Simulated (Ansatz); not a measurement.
**Question.** Predict a relaxed structure of the cluster W4S6⁺, charge 1, doublet, at r2SCAN-D4/def2-SVP (Ansatz).

**Answer.** 
```xyz
10

W     0.739   -1.214   -0.869
W    -0.885   -1.349    1.144
W    -0.520    0.887   -0.272
W     1.013    0.161    1.625
S    -2.601    0.021    0.504
S     2.699   -0.897    0.486
S    -0.028   -1.093    3.295
S    -0.059   -1.757   -2.787
S     0.819    2.400   -1.484
S    -1.176    2.839   -1.642
```
 This is one stationary point.

In the def2 sets W takes a core potential; there is no spin–orbit coupling. The relaxation made no stability test and no search for a lower SCF solution. At r2SCAN-D4/def2-SVP a quartet of charge 1 lies 1.11 eV below the doublet, each at its own geometry. The structure comes from a short search, and lower isomers may exist.
